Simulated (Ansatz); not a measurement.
`[CH3][InH][CH2]F` + HBr → `[CH3][InH][Br]` + `CF`  (ligand exchange at the In–C bond)

Gas-phase electronic energies from Ansatz, PBE0-D4/def2-TZVP geometries. CCSD(T)/CBS adds triple-zeta CCSD(T) − MP2 to the extrapolated MP2 energy (def2 sets, frozen cores). This one scheme is used for every species. DFT in def2-TZVPP. Elements past krypton have def2 core potentials. For Br, In outer-core shells are correlated without core-valence functions, which leaves a few kJ/mol of doubt a bond. Scalar relativity is left out up to krypton. One conformer a species, not always the lowest.

```
             level  ΔE (kJ/mol)
            PBE-D4       -185.0
SCS-MP2/def2-TZVPP       -196.6
```

(1) What does CCSD(T)/CBS give? (Best estimate.)

Largest T1 diagnostic among the species: 0.012.

Answers

(1) The calculation gave: -196.6 kJ/mol. The listed levels differ from it by 11.6, 0.0 kJ/mol.

From PBE to PBE0 (25 % exact exchange), in def2-TZVPP and without D4, ΔE moves by −9.8 kJ/mol. In def2-TZVPP, CCSD(T) changes the Hartree–Fock value by +35.0 kJ/mol (the triples alone add +3.1 kJ/mol) and MP2 by +29.0 kJ/mol.
